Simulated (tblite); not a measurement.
A geometry optimisation, step by step.

C₆H₄NP.
Numbering: `[CH:1]#[C:2][c:3]1[cH:4][cH:5][n:6][cH:7][p:8]1` (hydrogens: H9 on C1; H10 on C4; H11 on C5; H12 on C7)

Computed with GFN2-xTB (tblite), gas phase: L-BFGS steps from a force-field or distance-geometry start until the largest atomic force falls under 0.01 eV/Å. 8 of its 17 geometries are shown.

Step 0: E = -549.7795 eV, largest atomic force 2.260 eV/Å
```
atom  x, y, z in Å  |  force x, y, z in eV/Å
C1      2.991   -0.465   -1.220   -0.589   0.070   0.165
C2      1.848   -0.321   -0.842    0.525  -0.083  -0.050
C3      0.521   -0.164   -0.364   -0.714  -0.545  -1.288
C4      0.260    0.459    0.841   -0.486   0.007   0.418
C5     -1.031    0.628    1.342   -1.302  -0.477  -1.038
N6     -2.206    0.267    0.750    1.533  -0.531  -1.122
C7     -2.247   -0.348   -0.452    1.767   0.683   1.232
P8     -0.796   -0.794   -1.467   -0.472   0.865   1.774
H9      3.986   -0.591   -1.567   -0.433   0.061   0.144
H10     1.089    0.805    1.458   -0.147  -0.067  -0.215
H11    -1.166    1.117    2.299   -0.043  -0.047  -0.050
H12    -3.247   -0.594   -0.806    0.361   0.065   0.031
```

Step 2: E = -549.9523 eV, largest atomic force 3.370 eV/Å
```
atom  x, y, z in Å  |  force x, y, z in eV/Å
C1      2.996   -0.466   -1.222   -3.181   0.389   1.041
C2      1.837   -0.321   -0.835    2.348  -0.371  -0.851
C3      0.502   -0.174   -0.392   -0.207   0.318   0.509
C4      0.244    0.452    0.842   -0.016  -0.230  -0.297
C5     -1.054    0.620    1.321    0.686   0.246   0.333
N6     -2.170    0.255    0.725   -0.408   0.243   0.526
C7     -2.201   -0.336   -0.429   -0.104  -0.326  -0.557
P8     -0.809   -0.769   -1.416   -0.026  -0.106  -0.203
H9      3.969   -0.588   -1.561    0.428  -0.035  -0.123
H10     1.082    0.803    1.451   -0.304  -0.135  -0.279
H11    -1.169    1.112    2.292   -0.138  -0.174  -0.312
H12    -3.225   -0.589   -0.801    0.924   0.181   0.214
```

Step 5: E = -550.0489 eV, largest atomic force 0.330 eV/Å
```
atom  x, y, z in Å  |  force x, y, z in eV/Å
C1      2.964   -0.463   -1.214    0.198  -0.030  -0.088
C2      1.831   -0.325   -0.837   -0.270   0.018   0.071
C3      0.497   -0.167   -0.387   -0.114  -0.119  -0.189
C4      0.242    0.442    0.833   -0.150   0.012   0.002
C5     -1.042    0.624    1.321   -0.095   0.007   0.065
N6     -2.172    0.261    0.739    0.054   0.012  -0.006
C7     -2.181   -0.337   -0.427    0.269   0.092   0.167
P8     -0.808   -0.770   -1.419    0.134  -0.055  -0.140
H9      3.955   -0.585   -1.555   -0.213   0.033   0.087
H10     1.066    0.794    1.433    0.153   0.023   0.030
H11    -1.177    1.105    2.280   -0.001   0.053   0.095
H12    -3.173   -0.581   -0.793    0.035  -0.045  -0.095
```

Step 7: E = -550.0589 eV, largest atomic force 0.193 eV/Å
```
atom  x, y, z in Å  |  force x, y, z in eV/Å
C1      2.955   -0.462   -1.213   -0.105   0.007   0.021
C2      1.821   -0.327   -0.835    0.032   0.000  -0.020
C3      0.489   -0.169   -0.393   -0.090  -0.044  -0.015
C4      0.237    0.440    0.831   -0.021   0.039   0.019
C5     -1.042    0.625    1.325   -0.019   0.032   0.101
N6     -2.171    0.264    0.743    0.055  -0.023  -0.056
C7     -2.163   -0.333   -0.420    0.009  -0.040  -0.095
P8     -0.802   -0.774   -1.428   -0.005  -0.014  -0.038
H9      3.941   -0.583   -1.549    0.009   0.004   0.008
H10     1.066    0.792    1.426    0.097  -0.008  -0.015
H11    -1.180    1.106    2.281    0.035   0.092   0.166
H12    -3.151   -0.580   -0.795    0.003  -0.043  -0.077
```

Step 9: E = -550.0628 eV, largest atomic force 0.116 eV/Å
```
atom  x, y, z in Å  |  force x, y, z in eV/Å
C1      2.949   -0.462   -1.213   -0.071   0.004   0.015
C2      1.815   -0.327   -0.835   -0.004   0.002   0.000
C3      0.482   -0.172   -0.395    0.004   0.043   0.096
C4      0.234    0.442    0.831    0.039   0.021   0.039
C5     -1.043    0.628    1.334    0.025   0.014   0.012
N6     -2.167    0.263    0.741    0.058  -0.014  -0.011
C7     -2.155   -0.334   -0.422   -0.062  -0.038  -0.091
P8     -0.799   -0.777   -1.435   -0.048   0.007   0.023
H9      3.936   -0.582   -1.546    0.024   0.002   0.000
H10     1.073    0.790    1.422   -0.002  -0.039  -0.076
H11    -1.179    1.112    2.292    0.020   0.016   0.028
H12    -3.143   -0.582   -0.801    0.017  -0.018  -0.035
```

Step 11: E = -550.0639 eV, largest atomic force 0.041 eV/Å
```
atom  x, y, z in Å  |  force x, y, z in eV/Å
C1      2.946   -0.462   -1.213   -0.004  -0.002  -0.002
C2      1.813   -0.327   -0.834   -0.026   0.005   0.018
C3      0.479   -0.172   -0.392    0.008   0.013   0.016
C4      0.234    0.443    0.833    0.008   0.002   0.023
C5     -1.043    0.630    1.337    0.011  -0.004  -0.027
N6     -2.163    0.262    0.739    0.007   0.001   0.016
C7     -2.155   -0.335   -0.425   -0.013   0.005   0.002
P8     -0.800   -0.778   -1.437    0.015   0.010   0.024
H9      3.935   -0.581   -1.544   -0.027   0.007   0.012
H10     1.076    0.788    1.418    0.031  -0.009  -0.025
H11    -1.177    1.115    2.297    0.001  -0.018  -0.036
H12    -3.142   -0.585   -0.805   -0.011  -0.009  -0.019
```

Step 14: E = -550.0643 eV, largest atomic force 0.030 eV/Å
```
atom  x, y, z in Å  |  force x, y, z in eV/Å
C1      2.943   -0.462   -1.212   -0.005   0.001   0.002
C2      1.810   -0.326   -0.833    0.007   0.001   0.006
C3      0.479   -0.171   -0.390   -0.007  -0.010  -0.015
C4      0.236    0.443    0.835    0.007   0.000  -0.007
C5     -1.042    0.630    1.335   -0.005  -0.006   0.000
N6     -2.163    0.262    0.739   -0.015   0.001  -0.005
C7     -2.156   -0.335   -0.426    0.004   0.000   0.007
P8     -0.799   -0.777   -1.435   -0.002  -0.001  -0.005
H9      3.932   -0.580   -1.543   -0.005   0.002   0.002
H10     1.081    0.787    1.415    0.026   0.008   0.012
H11    -1.177    1.114    2.295   -0.006   0.001  -0.001
H12    -3.143   -0.586   -0.808    0.000   0.002   0.002
```

Step 16: E = -550.0644 eV, largest atomic force 0.008 eV/Å
```
atom  x, y, z in Å  |  force x, y, z in eV/Å
C1      2.942   -0.462   -1.212    0.000   0.000   0.001
C2      1.810   -0.326   -0.832    0.001   0.000   0.002
C3      0.479   -0.171   -0.390   -0.002  -0.001   0.001
C4      0.236    0.443    0.835    0.004   0.001  -0.001
C5     -1.042    0.630    1.335    0.002  -0.002   0.002
N6     -2.163    0.262    0.739    0.003   0.001  -0.002
C7     -2.156   -0.335   -0.426   -0.001  -0.003  -0.001
P8     -0.799   -0.777   -1.435   -0.007  -0.001  -0.004
H9      3.931   -0.580   -1.542    0.003   0.001   0.000
H10     1.082    0.787    1.415    0.001   0.000  -0.001
H11    -1.177    1.114    2.295   -0.005   0.000  -0.001
H12    -3.142   -0.586   -0.808    0.001   0.003   0.003
```

Task: Summarise the path.

Result: The energy falls by 6.57 kcal/mol from step 0 to step 16; nine tenths of that is first reached at step 5. It falls at every step. The largest force goes from 2.260 to 0.008 eV/Å. Among the bonds C7–P8 changes most, from 1.826 to 1.748 Å; the atoms move by 0.056 Å rms after alignment.

Task: Follow the three bonds and two angles with the largest change from start to end.

Result: 
```json
{"step": "0", "E above end (kcal/mol)": "6.57", "largest force (eV/Å)": "2.260", "C7–P8 (Å)": "1.826", "C3–P8 (Å)": "1.830", "C5–N6 (Å)": "1.365", "N6–C7–P8 (°)": "125.6", "P8–C7–H12 (°)": "119.6"}
{"step": "1", "E above end (kcal/mol)": "2.76", "largest force (eV/Å)": "1.429", "C7–P8 (Å)": "1.795", "C3–P8 (Å)": "1.795", "C5–N6 (Å)": "1.331", "N6–C7–P8 (°)": "126.1", "P8–C7–H12 (°)": "118.7"}
{"step": "2", "E above end (kcal/mol)": "2.59", "largest force (eV/Å)": "3.370", "C7–P8 (Å)": "1.760", "C3–P8 (Å)": "1.767", "C5–N6 (Å)": "1.317", "N6–C7–P8 (°)": "126.3", "P8–C7–H12 (°)": "118.8"}
{"step": "3", "E above end (kcal/mol)": "1.09", "largest force (eV/Å)": "0.618", "C7–P8 (Å)": "1.749", "C3–P8 (Å)": "1.764", "C5–N6 (Å)": "1.323", "N6–C7–P8 (°)": "126.3", "P8–C7–H12 (°)": "119.3"}
{"step": "4", "E above end (kcal/mol)": "0.73", "largest force (eV/Å)": "0.445", "C7–P8 (Å)": "1.752", "C3–P8 (Å)": "1.769", "C5–N6 (Å)": "1.323", "N6–C7–P8 (°)": "126.6", "P8–C7–H12 (°)": "118.9"}
{"step": "5", "E above end (kcal/mol)": "0.36", "largest force (eV/Å)": "0.330", "C7–P8 (Å)": "1.748", "C3–P8 (Å)": "1.770", "C5–N6 (Å)": "1.322", "N6–C7–P8 (°)": "127.7", "P8–C7–H12 (°)": "118.1"}
{"step": "6", "E above end (kcal/mol)": "0.22", "largest force (eV/Å)": "0.207", "C7–P8 (Å)": "1.748", "C3–P8 (Å)": "1.766", "C5–N6 (Å)": "1.320", "N6–C7–P8 (°)": "128.5", "P8–C7–H12 (°)": "117.5"}
{"step": "7", "E above end (kcal/mol)": "0.13", "largest force (eV/Å)": "0.193", "C7–P8 (Å)": "1.750", "C3–P8 (Å)": "1.761", "C5–N6 (Å)": "1.320", "N6–C7–P8 (°)": "129.2", "P8–C7–H12 (°)": "116.9"}
{"step": "8", "E above end (kcal/mol)": "0.08", "largest force (eV/Å)": "0.134", "C7–P8 (Å)": "1.750", "C3–P8 (Å)": "1.758", "C5–N6 (Å)": "1.321", "N6–C7–P8 (°)": "129.5", "P8–C7–H12 (°)": "116.6"}
{"step": "9", "E above end (kcal/mol)": "0.04", "largest force (eV/Å)": "0.116", "C7–P8 (Å)": "1.750", "C3–P8 (Å)": "1.758", "C5–N6 (Å)": "1.322", "N6–C7–P8 (°)": "129.6", "P8–C7–H12 (°)": "116.4"}
{"step": "10", "E above end (kcal/mol)": "0.02", "largest force (eV/Å)": "0.086", "C7–P8 (Å)": "1.749", "C3–P8 (Å)": "1.758", "C5–N6 (Å)": "1.322", "N6–C7–P8 (°)": "129.5", "P8–C7–H12 (°)": "116.4"}
{"step": "11", "E above end (kcal/mol)": "0.01", "largest force (eV/Å)": "0.041", "C7–P8 (Å)": "1.748", "C3–P8 (Å)": "1.759", "C5–N6 (Å)": "1.322", "N6–C7–P8 (°)": "129.4", "P8–C7–H12 (°)": "116.4"}
{"step": "12", "E above end (kcal/mol)": "0.01", "largest force (eV/Å)": "0.044", "C7–P8 (Å)": "1.748", "C3–P8 (Å)": "1.759", "C5–N6 (Å)": "1.322", "N6–C7–P8 (°)": "129.3", "P8–C7–H12 (°)": "116.4"}
{"step": "13", "E above end (kcal/mol)": "0.00", "largest force (eV/Å)": "0.047", "C7–P8 (Å)": "1.748", "C3–P8 (Å)": "1.759", "C5–N6 (Å)": "1.322", "N6–C7–P8 (°)": "129.3", "P8–C7–H12 (°)": "116.4"}
{"step": "14", "E above end (kcal/mol)": "0.00", "largest force (eV/Å)": "0.030", "C7–P8 (Å)": "1.748", "C3–P8 (Å)": "1.759", "C5–N6 (Å)": "1.322", "N6–C7–P8 (°)": "129.2", "P8–C7–H12 (°)": "116.3"}
{"step": "15", "E above end (kcal/mol)": "0.00", "largest force (eV/Å)": "0.010", "C7–P8 (Å)": "1.748", "C3–P8 (Å)": "1.758", "C5–N6 (Å)": "1.322", "N6–C7–P8 (°)": "129.3", "P8–C7–H12 (°)": "116.3"}
{"step": "16", "E above end (kcal/mol)": "0.00", "largest force (eV/Å)": "0.008", "C7–P8 (Å)": "1.748", "C3–P8 (Å)": "1.758", "C5–N6 (Å)": "1.322", "N6–C7–P8 (°)": "129.3", "P8–C7–H12 (°)": "116.3"}
```

The cost below is that of the whole relaxation. On an Arm Neoverse V1 with one thread, no GPU, on a shared host, this took 0.1 s wall.
